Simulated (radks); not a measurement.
Results of a calculation; reference values are marked as such.
Tc3+, 40 electrons, occupied as [Ar] 3d10 4s2 4p5.5 4d4 4f0.5 (fractional occupations, a model configuration).

Code: a radial shooting solver on a logarithmic mesh with Libxc functionals. Model: Dirac Kohn-Sham, Wu-Cohen GGA, spin-unpolarised, spherical densities, finite nucleus; open shells fill j = l - 1/2 first; Fermi nuclear charge, rms radius 4.4112 fm.

Energy parts (eV):
total: -116532.445
kinetic: 121050.049
electron-nucleus: -280221.187
Hartree: 46086.401
exchange-correlation: -3447.708

Orbitals (lengths in bohr, moments of r in powers of bohr; r(90%) holds 90 % of the orbital's charge):
orbital  occ.  eigenvalue (eV)     <r^2>  r(90%)
1s1/2       2        -20891.15  0.001587  0.0614
2s1/2       2        -3011.224   0.02633   0.231
2p1/2       2        -2780.350   0.01983   0.208
2p3/2       4        -2662.069   0.02119   0.214
3s1/2       2        -554.1994    0.1976   0.614
3p1/2       2        -465.4003    0.1948   0.618
3p3/2       4        -445.6072    0.2049   0.634
3d3/2       4        -288.2583    0.1890   0.633
3d5/2       6        -284.4518    0.1922   0.638
4s1/2       2        -107.9651     1.237    1.52
4p1/2       2         -81.5988     1.454    1.66
4p3/2     3.5         -78.5067     1.525    1.70
4d3/2       4         -38.8223     2.523    2.25
4d5/2       0         -38.4506     2.561    2.27
5s1/2       0         -29.4468     7.273    3.65
5p1/2       0         -23.0663     9.608    4.22
5p3/2       0         -22.5829     9.993    4.30
4f5/2     0.5         -11.2072     17.56    6.01
4f7/2       0         -11.2050     17.58    6.01

The highest occupied level is 4f5/2 at -11.207 eV. The configuration is held as typed, so some empty levels lie below it. The density falls to 0.001 e/bohr^3 at r = 3.64 bohr.
